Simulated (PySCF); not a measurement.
# Potential energy of BeN⁺ along the bond

Set-up: PySCF, spin-free X2C with a Gaussian nucleus, basis sets Be x2c-SVPall, N x2c-SVPall. Energies in eV from Be⁺ + N in their ground configurations at the same level. All curves are PBE0. state 1: ³Σ⁻ (triplet), unpaired electrons π ↑↑; state 2: Ms = 0 determinant of mixed spin (⟨S²⟩ near 1.0), unpaired electrons π ↑↓, a mixture of terms (⟨Lz²⟩ = 2.0), a second solution, started from another occupation; state 3: ³Π (triplet), unpaired electrons σ ↑, π ↑, a second solution, started from another occupation; state 4: ⁵Σ⁻ (quintet), unpaired electrons σ ↑↑, π ↑↑, a second solution, started from another occupation.

```json
{"R (Å)": "1.391", "state 1": "-1.276", "state 2": "-0.768", "state 3": "-0.7966", "state 4": "1.6122"}
{"R (Å)": "1.455", "state 1": "-1.626", "state 2": "-1.114", "state 3": "-0.8873", "state 4": "1.0665"}
{"R (Å)": "1.520", "state 1": "-1.816", "state 2": "-1.298", "state 3": "-0.8390", "state 4": "0.6704"}
{"R (Å)": "1.569", "state 1": "-1.881", "state 2": "-1.356", "state 3": "-0.7366", "state 4": "0.4474"}
{"R (Å)": "1.617", "state 1": "-1.897", "state 2": "-1.363", "state 3": "-0.5923", "state 4": "0.2731"}
{"R (Å)": "1.665", "state 1": "-1.876", "state 2": "-1.330", "state 3": "-0.4168", "state 4": "0.1376"}
{"R (Å)": "1.730", "state 1": "-1.809", "state 2": "-1.241", "state 3": "-0.1489", "state 4": "0.0034"}
{"R (Å)": "1.811", "state 1": "-1.690", "state 2": "-1.079", "state 3": "0.2179", "state 4": "-0.1092"}
{"R (Å)": "1.908", "state 1": "-1.529", "state 2": "-0.841", "state 3": "0.6746", "state 4": "-0.1899"}
{"R (Å)": "2.037", "state 1": "-1.309", "state 2": "-0.492", "state 3": "1.2588", "state 4": "-0.2416"}
```

Problem. Put a parabola through the three lowest points of the state 1 curve and estimate Re, k and ωe (reduced mass 5.483 u; 1 eV/Å² = 0.16022 mdyn/Å; ωe = 1302.8·√(k/μ) cm⁻¹).

Solution. Through R = 1.569, 1.617, 1.665 Å the second-order coefficient is 8.03 eV/Å², so Re ≈ 1.614 Å, k ≈ 2.57 mdyn/Å and ωe ≈ 892 cm⁻¹. A polynomial fit of higher order to the unrounded PBE0 energies gives Re = 1.611 Å, k = 2.59 mdyn/Å, ωe = 895 cm⁻¹; anharmonicity and rounding make the difference.

The higher-order fit for each curve: state 1: Re = 1.611 Å, ωe = 895 cm⁻¹, De = 1.90 eV; state 2: Re = 1.600 Å, ωe = 955 cm⁻¹, minimum 1.37 eV below the ground-state fragments; state 3: Re = 1.462 Å, ωe = 1256 cm⁻¹, minimum 0.89 eV below the ground-state fragments. State 4 gave no clean fit.

⟨S²⟩ of the unrestricted solution departs from its pure value on part of the curve, where spin states mix. For an ion De counts to the pair picked by the measured ionisation energies or electron affinities, which need not be the lowest pair at this level. The state is the lowest determinant that a PBE0 search found; another state may lie lower at other levels.
